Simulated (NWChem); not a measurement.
System: CH3BF2O; SMILES COB(F)F

Input file for NWChem:

```
start job
memory heap 200 mb stack 900 mb global 1100 mb
geometry units angstroms noautoz
  B     -0.033204     0.525496     0.000000
  F     -0.726310     1.648284     0.000000
  F      1.291509     0.609568     0.000000
  O     -0.679918    -0.644523     0.000000
  C     -0.018738    -1.887566     0.000000
  H     -0.319313    -2.457254     0.892014
  H     -0.319313    -2.457254    -0.892014
  H      1.075597    -1.771746     0.000000
end
basis spherical
  * library 6-31g*
end
dft
  xc becke88 lyp
  iterations 200
  cgmin
end
task dft gradient
```

Excerpt of the output:

```
             Northwest Computational Chemistry Package (NWChem) 7.3.0
             --------------------------------------------------------

 CS  symmetry detected

                             Geometry "geometry" -> ""
                             -------------------------

 Output coordinates in angstroms (scale by  1.889725989 to convert to a.u.)

  No.       Tag          Charge          X              Y              Z
 ---- ---------------- ---------- -------------- -------------- --------------
    1 B                    5.0000    -0.02231199     0.53127629     0.00000000
    2 F                    9.0000    -0.70260262     1.66187501     0.00000000
    3 F                    9.0000     1.30327156     0.60027564     0.00000000
    4 O                    8.0000    -0.68229189    -0.63131134     0.00000000
    5 C                    6.0000    -0.03529296    -1.88179415     0.00000000
    6 H                    1.0000    -0.34232811    -2.44802658     0.89201400
    7 H                    1.0000    -0.34232811    -2.44802658    -0.89201400
    8 H                    1.0000     1.06028859    -1.77842855     0.00000000

 Effective nuclear repulsion energy (a.u.)     172.8774183538

      Symmetry information
      --------------------

 Group name             Cs
 Group number              2
 Group order               2
 No. of unique centers     7

                                 NWChem DFT Module
                                 -----------------

 Summary of "ao basis" -> "ao basis" (spherical)
 ------------------------------------------------------------------------------
       Tag                 Description            Shells   Functions and Types
 ---------------- ------------------------------  ------  ---------------------
 B                           6-31g*                  6       14   3s2p1d
 F                           6-31g*                  6       14   3s2p1d
 O                           6-31g*                  6       14   3s2p1d
 C                           6-31g*                  6       14   3s2p1d
 H                           6-31g*                  2        2   2s

      Symmetry analysis of basis
      --------------------------

        a'         54
        a"         22

            General Information
            -------------------
          SCF calculation type: DFT
          Wavefunction type:  closed shell.
          No. of atoms     :     8
          No. of electrons :    40
           Alpha electrons :    20
            Beta electrons :    20
          Charge           :     0
          Spin multiplicity:     1
          Use of symmetry is: on ; symmetry adaption is: on
          Maximum number of iterations: 200
          AO basis - number of functions:    76
                     number of shells:    36
          Convergence on energy requested:  1.00D-06
          Convergence on density requested:  1.00D-05
          Convergence on gradient requested:  5.00D-04

              XC Information
              --------------
                    Becke 1988 Exchange Functional  1.000
              Lee-Yang-Parr Correlation Functional  1.000

             Grid Information
             ----------------
          Grid used for XC integration:  medium
          Radial quadrature: Mura-Knowles
          Angular quadrature: Lebedev.
          Tag              B.-S. Rad. Rad. Pts. Rad. Cut. Ang. Pts.
          ---              ---------- --------- --------- ---------
          B                   0.85       49           9.0       434
          F                   0.50       49          11.0       434
          O                   0.60       49           7.0       434
          C                   0.70       49           8.0       434
          H                   0.35       45           9.0       434
          Grid pruning is: on
          Number of quadrature shells:   335
          Spatial weights used:  Erf1

      Superposition of Atomic Density Guess
      -------------------------------------

 Sum of atomic energies:        -337.18005654

      Non-variational initial energy
      ------------------------------

 Total energy =    -339.032704
 1-e energy   =    -809.372025
 2-e energy   =     297.461903
 HOMO         =      -0.389028
 LUMO         =       0.134005

      Symmetry analysis of molecular orbitals - initial
      -------------------------------------------------

  Numbering of irreducible representations:

     1 a'          2 a"

  Orbital symmetries:

     1 a'          2 a'          3 a'          4 a'          5 a'
     6 a'          7 a'          8 a'          9 a'         10 a'
    11 a'         12 a'         13 a"         14 a"         15 a'
    16 a'         17 a"         18 a'         19 a'         20 a"
    21 a'         22 a"         23 a'         24 a'         25 a"
    26 a'         27 a'         28 a'         29 a"         30 a'

 ----------------------------------------------
         Quadratically convergent ROKS

 Convergence threshold     :          5.000E-04
 Maximum no. of iterations :          200
 Final Fock-matrix accuracy:          1.000E-08
 ----------------------------------------------

              iter       energy          gnorm     gmax       time
             ----- ------------------- --------- --------- --------
                 1     -339.6402522948  1.42D+00  3.88D-01      0.4
                 2     -339.7400255021  6.15D-01  1.04D-01      1.3
                 3     -339.7536027042  1.51D-01  2.53D-02      1.8
                 4     -339.7546288561  4.73D-03  1.17D-03      2.9
                 5     -339.7546298720  3.87D-05  7.15D-06      4.3

         Total DFT energy =     -339.754629872023
      One electron energy =     -812.378296543086
           Coulomb energy =      339.967544038080
    Exchange-Corr. energy =      -40.221295720863
 Nuclear repulsion energy =      172.877418353846

 Numeric. integr. density =       39.999998246410

                       DFT Final Molecular Orbital Analysis
                       ------------------------------------

 Vector   18  Occ=2.000000D+00  E=-3.259654D-01  Symmetry=a'
              MO Center=  9.8D-02,  9.4D-01, -2.7D-16, r^2= 2.4D+00
   Bfn.  Coefficient  Atom+Function         Bfn.  Coefficient  Atom+Function
  ----- ------------  ---------------      ----- ------------  ---------------
    17      0.469586  2 F  px                32     -0.399817  3 F  py
    21      0.311889  2 F  px                36     -0.269801  3 F  py
    18      0.185286  2 F  py

 Vector   19  Occ=2.000000D+00  E=-2.834880D-01  Symmetry=a'
              MO Center= -3.1D-01, -9.0D-01, -1.8D-15, r^2= 1.8D+00
   Bfn.  Coefficient  Atom+Function         Bfn.  Coefficient  Atom+Function
  ----- ------------  ---------------      ----- ------------  ---------------
    45      0.519937  4 O  px                49      0.337864  4 O  px
    76     -0.243757  8 H  s                 59     -0.238471  5 C  px
    48     -0.186935  4 O  s                 75     -0.185715  8 H  s

 Vector   20  Occ=2.000000D+00  E=-2.654864D-01  Symmetry=a"
              MO Center= -4.6D-01, -8.5D-01,  1.3D-15, r^2= 2.0D+00
   Bfn.  Coefficient  Atom+Function         Bfn.  Coefficient  Atom+Function
  ----- ------------  ---------------      ----- ------------  ---------------
    47      0.530394  4 O  pz                51      0.384885  4 O  pz
    61     -0.215274  5 C  pz                72     -0.180267  6 H  s
    74      0.180267  7 H  s                 19     -0.166935  2 F  pz
    71     -0.154931  6 H  s                 73      0.154931  7 H  s

 Vector   21  Occ=0.000000D+00  E= 4.316154D-02  Symmetry=a"
              MO Center= -4.4D-02,  4.4D-01,  5.5D-15, r^2= 2.0D+00
   Bfn.  Coefficient  Atom+Function         Bfn.  Coefficient  Atom+Function
  ----- ------------  ---------------      ----- ------------  ---------------
     5      0.602684  1 B  pz                 9      0.586847  1 B  pz
    47     -0.285167  4 O  pz                51     -0.281859  4 O  pz
    19     -0.255661  2 F  pz                33     -0.252570  3 F  pz
    23     -0.235427  2 F  pz                37     -0.230522  3 F  pz
    72      0.178635  6 H  s                 74     -0.178635  7 H  s

 Vector   22  Occ=0.000000D+00  E= 6.934089D-02  Symmetry=a'
              MO Center=  3.3D-02, -1.1D+00, -9.3D-15, r^2= 4.2D+00
   Bfn.  Coefficient  Atom+Function         Bfn.  Coefficient  Atom+Function
  ----- ------------  ---------------      ----- ------------  ---------------
    62     -1.163163  5 C  s                  6      1.146246  1 B  s
    48     -0.759789  4 O  s                 72      0.730729  6 H  s
    74      0.730729  7 H  s                 64      0.674097  5 C  py
    76      0.652532  8 H  s                 34     -0.359466  3 F  s
    63     -0.308221  5 C  px                20     -0.305877  2 F  s

 Vector   23  Occ=0.000000D+00  E= 9.443844D-02  Symmetry=a'
              MO Center= -1.0D-01, -1.7D+00,  3.3D-15, r^2= 4.2D+00
   Bfn.  Coefficient  Atom+Function         Bfn.  Coefficient  Atom+Function
  ----- ------------  ---------------      ----- ------------  ---------------
    62      2.102964  5 C  s                 72     -0.886378  6 H  s
    74     -0.886378  7 H  s                 48     -0.839927  4 O  s
    76     -0.658496  8 H  s                  6      0.635704  1 B  s
    20     -0.313079  2 F  s                 50      0.280449  4 O  py
    58      0.236267  5 C  s                 64      0.235093  5 C  py

            General Information
            -------------------
          SCF calculation type: DFT
          Wavefunction type:  closed shell.
          No. of atoms     :     8
          No. of electrons :    40
           Alpha electrons :    20
            Beta electrons :    20
          Charge           :     0
          Spin multiplicity:     1
          Use of symmetry is: on ; symmetry adaption is: on
          Maximum number of iterations: 200
          AO basis - number of functions:    76
                     number of shells:    36
          Convergence on energy requested:  1.00D-06
          Convergence on density requested:  1.00D-05
          Convergence on gradient requested:  5.00D-04

              XC Information
              --------------
                    Becke 1988 Exchange Functional  1.000
              Lee-Yang-Parr Correlation Functional  1.000

             Grid Information
             ----------------
          Grid used for XC integration:  medium
          Radial quadrature: Mura-Knowles
          Angular quadrature: Lebedev.
          Tag              B.-S. Rad. Rad. Pts. Rad. Cut. Ang. Pts.
          ---              ---------- --------- --------- ---------
          B                   0.85       49           9.0       434
          F                   0.50       49          11.0       434
          O                   0.60       49           7.0       434
          C                   0.70       49           8.0       434
          H                   0.35       45           9.0       434
          Grid pruning is: on
          Number of quadrature shells:   335
          Spatial weights used:  Erf1

          Convergence Information
          -----------------------
          Convergence aids based upon iterative change in
          total energy or number of iterations.
          Levelshifting, if invoked, occurs when the
          HOMO/LUMO gap drops below (HL_TOL):  1.00D-02
          DIIS, if invoked, will attempt to extrapolate
          using up to (NFOCK): 10 stored Fock matrices.

                    Damping( 0%)  Levelshifting(0.5)       DIIS
                  --------------- ------------------- ---------------
          dE  on:    start            ASAP                start
          dE off:    2 iters        200 iters           200 iters

                            NWChem DFT Gradient Module
                            --------------------------

  charge          =   0.00
  wavefunction    = closed shell

  Using symmetry

                         DFT ENERGY GRADIENTS

    atom               coordinates                        gradient
                 x          y          z           x          y          z
   1 B      -0.042164   1.003967   0.000000   -0.001427  -0.000913   0.000000
   2 F      -1.327726   3.140488   0.000000    0.010542  -0.015396   0.000000
   3 F       2.462826   1.134356   0.000000   -0.019341  -0.001151   0.000000
   4 O      -1.289345  -1.193005   0.000000    0.019108  -0.000364   0.000000
   5 C      -0.066694  -3.556075   0.000000   -0.008471   0.015196   0.000000
   6 H      -0.646906  -4.626099   1.685662    0.000551   0.001002  -0.001568
   7 H      -0.646906  -4.626099  -1.685662    0.000551   0.001002   0.001568
   8 H       2.003655  -3.360743   0.000000   -0.001514   0.000624   0.000000
```

Level: BLYP/6-31G* (spherical d). All runs use the structure optimised with PBE0/def2-SVP.
